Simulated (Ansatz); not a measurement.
## Redistribution: C2H4FI + C2H5I → C2H3FI2 + C2H6

Species: C2H4FI (1-fluoro-2-iodoethane) `FCCI`, singlet; C2H5I (iodoethane) `CCI`, singlet; C2H3FI2 `FC(I)CI`, singlet; C2H6 (ethane) `CC`, singlet. The partners trade H for I; both sit on C, so the bond types are kept.

Shapes, held fixed at every level: PBE0-D4/def2-TZVP. Flexible molecules stand in one conformer, not always the lowest. Programs: Ansatz 0.2.0. The zero-point and thermal change to 298 K, harmonic and unscaled (PBE0-D4/def2-TZVP), is -2.4 kJ/mol.

| level | kind | ΔH(298 K) (kJ/mol) | less CCSD(T)/def2-TZVPP | CPU time (sum over the molecules) |
| --- | --- | --- | --- | --- |
| HF/def2-SVP | Hartree–Fock | +17.5 | +12.0 | – |
| PBE0-D4/def2-TZVPP | global hybrid | +0.8 | -4.7 | 29 s |
| r2SCAN0-D4/def2-TZVPP | global hybrid | +1.5 | -4.0 | 44 s |
| wB97X-V/def2-TZVPP | range-separated hybrid | +5.5 | 0.0 | 72 s |
| MP2/def2-SVP | perturbation theory | +0.5 | -5.0 | – |
| CCSD(T)/def2-SVP | coupled cluster or CI | +2.1 | -3.4 | 76 s |
| CCSD(T)/def2-TZVPP | coupled cluster or CI | +5.5 | 0.0 | 31 min |

The highest level, CCSD(T)/def2-TZVPP, gives ΔH(298 K) = +5.5 kJ/mol; the levels span +0.5 to +17.5. The column of differences is taken from that level and isn't an error. No measured value is set beside it here. For atoms past krypton def2 sets carry core potentials with scalar relativity. Outer-core shells of I are correlated, in sets that cover them unevenly. Times are processor times on shared x86 and Arm servers, and rough.
